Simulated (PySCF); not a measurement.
Molecule: `C[SiH2]/N=C\C#C`, C4H7NSi.

Mapped SMILES: `[CH:1]#[C:2]/[CH:3]=[N:4]\[SiH2:5][CH3:6]`; H(Xn) means a hydrogen on atom n.

Geometry PBE0-D3(BJ)/def2-SVP throughout; GIAO in PySCF 2.14.0 with density-fitted response routines, gas phase, one conformer, non-relativistic; equivalent atoms averaged; functional PBE0.

For orientation, 6-31G* gives these absolute shieldings σ: C3 47.4, C2 123.0, C6 197.6, N4 -116.6, Si5 431.3, H(C3) 23.61, H(Si5) 26.60, H(C1) 29.05, H(C6) 31.66 ppm.

A run gave: C3 42.4, C2 119.8, C6 197.9, N4 -137.5, Si5 444.7, H(C3) 23.12, H(Si5) 26.19, H(C1) 28.39, H(C6) 31.06 ppm (absolute shieldings σ).

Q: Which basis set was used in that run?
A. def2-SVP
B. IGLO-III
C. pcSseg-2
D. pcSseg-0

A: A. Si5 tells them apart best: def2-SVP gives 444.7, pcSseg-0 gives 399.6, IGLO-III gives 379.9, pcSseg-2 gives 374.6 ppm.
